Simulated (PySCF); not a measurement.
# UHF on Ne+ (neon, charge +1)

Configuration: [He] 2s2 2p5, 2P determinant. All numbers are calculated (PySCF 2.14, no relativity, point nucleus, in pcseg-2 (4s3p2d1f, 30 functions)).

```
Total energy                                                  : -127.811007 hartree
One-electron energy                                           : -175.1244 hartree
Hartree (Coulomb) energy                                      : 58.9698 hartree
Exchange energy                                               : -11.6564 hartree
Kinetic energy                                                : 127.98183 hartree
⟨S²⟩                                                          : 0.7526
⟨L²⟩                                                          : 2.008
Sum of ⟨r⟩                                                    : 6.422 bohr
Sum of ⟨r²⟩                                                   : 6.788 bohr²
Traceless quadrupole moment −½Σ⟨3z² − r²⟩ along its main axis : 0.413 e·bohr²
Density at the nucleus (Gaussians lack the cusp)              : 601 bohr⁻³
Spin density at the nucleus                                   : 0.348 bohr⁻³
Langevin diamagnetic susceptibility                           : -5.38 ×10⁻⁶ cm³/mol
Time after the integrals                                      : 0.09 s of wall time on 1 thread of Neoverse-V1 (shared host)
```

```json
{"shell": "1s α", "electrons": "1", "mean orbital energy (eV)": "-915.25", "spread (eV)": "0", "rms radius, mean of both spins (bohr)": "0.183"}
{"shell": "1s β", "electrons": "1", "mean orbital energy (eV)": "-913.51", "spread (eV)": "0", "rms radius, mean of both spins (bohr)": "0.183"}
{"shell": "2s α", "electrons": "1", "mean orbital energy (eV)": "-74.377", "spread (eV)": "0", "rms radius, mean of both spins (bohr)": "0.945"}
{"shell": "2s β", "electrons": "1", "mean orbital energy (eV)": "-68.262", "spread (eV)": "0", "rms radius, mean of both spins (bohr)": "0.945"}
{"shell": "2p α", "electrons": "3", "mean orbital energy (eV)": "-44.942", "spread (eV)": "3.634", "rms radius, mean of both spins (bohr)": "0.994"}
{"shell": "2p β", "electrons": "2", "mean orbital energy (eV)": "-42.116", "spread (eV)": "0", "rms radius, mean of both spins (bohr)": "0.994"}
```
